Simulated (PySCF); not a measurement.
Isomers of C4H10Cl3NSn, from PBE0-D3(BJ)/def2-SVP geometry optimisation, gas phase, def2 core potentials past Kr (PySCF 2.14.0). One conformer each, no zero-point energy, no frequencies.

Question: Which is lower in electronic energy at this level?
A. `CC[N](CC)[Sn]([Cl])([Cl])[Cl]` (SnCl3(NEt2)): A = 757.2, B = 545.7, C = 478.9 MHz, dipole 3.20 D
B. `CC(C)(C)[NH][Sn]([Cl])([Cl])[Cl]` (SnCl3(NHtBu)): A = 859.0, B = 485.7, C = 480.7 MHz, dipole 3.39 D

Answer: B. That is SnCl3(NHtBu) (`CC(C)(C)[NH][Sn]([Cl])([Cl])[Cl]`), 9.5 kcal/mol below the other.

```tsv
SMILES	mapped SMILES	E (Eh)	relative (kcal/mol)	relative (kJ/mol)	dipole (D)
CC(C)(C)[NH][Sn]([Cl])([Cl])[Cl]	–	-1806.97558	0.0	0.0	3.39
CC[N](CC)[Sn]([Cl])([Cl])[Cl]	–	-1806.96048	9.5	39.6	3.20
```
